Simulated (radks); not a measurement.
The mean radii <r> (bohr) of the occupied orbitals of an atom or ion are listed with their occupations. All-electron calculation, scalar-relativistic Kohn-Sham, LDA (Slater exchange, Perdew-Wang correlation), spin-polarised, spherical densities, finite nucleus; Fermi nuclear charge, rms radius of each element as measured or else 0.836 A^(1/3) + 0.57 fm. Program: a radial shooting solver on a logarithmic mesh with Libxc functionals.

orbital  occ.      <r>
1s up       1  0.03347
1s down     1  0.03347
2s up       1   0.1458
2s down     1   0.1458
2p up       3   0.1270
2p down     3   0.1270
3s up       1   0.4034
3s down     1   0.4033
3p up       3   0.4036
3p down     3   0.4034
3d up       5   0.3843
3d down     5   0.3840
4s up       1    1.006
4s down     1    1.002
4p up       3    1.100
4p down     3    1.096
4d up       4    1.409
5p up       2    2.937

Name the element and its charge. Open shells, if any, are filled with parallel spins first.

Answer. Z = 44, ruthenium, charge +2: Ru2+ in [Kr] 4d4 5p2. The 1s radius gives Z: for a bare nucleus <r> = (2 gamma + 1)/(2Z) with gamma = sqrt(1 - (Z/c)^2), 0.03289 bohr for Z = 44, and screening makes it slightly larger (0.03347 here). The occupations add up to 42, and the charge is Z minus that.
